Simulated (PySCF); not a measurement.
H6O4SnZr, SMILES [OH][Zr]([O][SnH3])([OH])[OH], multiplicity 1.

Coordinates come from a PBE-D3(BJ)/def2-SVP optimisation. The spin state was assumed, not searched. The def2 effective core potentials stand for the cores of Sn, Zr; spin–orbit coupling is left out. One conformer was computed; it need not be the lowest.

Computed with PySCF with PBE-D3(BJ)/def2-SVP.

Frequencies are harmonic and unscaled.

A small imaginary wavenumber (i) marks a very flat motion, where grid noise or a shallow saddle decides the sign.

Modes within 1.5 cm⁻¹ of each other (mostly degenerate sets) share a row, with their intensities summed.

| mode | ν (cm⁻¹) | IR (km/mol) | moving atoms (share of kinetic energy) |
|---|---|---|---|
| 1 | 20i | 0.0 | H 96 % |
| 2–3 | 22 | 1.7 | O 82 % |
| 4 | 93 | 0.0 | H 88 %, O 12 % |
| 5–7 | 141 | 209.9 | H 74 %, O 25 % |
| 8–9 | 174 | 21.2 | O 69 %, H 31 % |
| 10–11 | 184 | 0.8 | O 58 %, H 27 %, Zr 15 % |
| 12 | 225 | 239.2 | H 58 %, Sn 18 %, Zr 13 %, O 12 % |
| 13–14 | 260 | 364.9 | H 67 %, O 29 % |
| 15 | 292 | 127.9 | Zr 42 %, O 30 %, Sn 16 %, H 12 % |
| 16–17 | 496 | 81.0 | H 90 % |
| 18 | 658 | 649.2 | H 62 %, O 32 % |
| 19–20 | 675 | 104.0 | H 98 % |
| 21–22 | 695 | 409.5 | O 72 %, Zr 22 % |
| 23 | 702 | 3.4 | O 59 %, H 36 % |
| 24 | 865 | 420.8 | O 89 % |
| 25 | 1844 | 85.8 | H 100 % |
| 26–27 | 1860 | 359.2 | H 99 % |
| 28–29 | 3891 | 514.8 | H 94 % |
| 30 | 3894 | 137.4 | H 94 % |
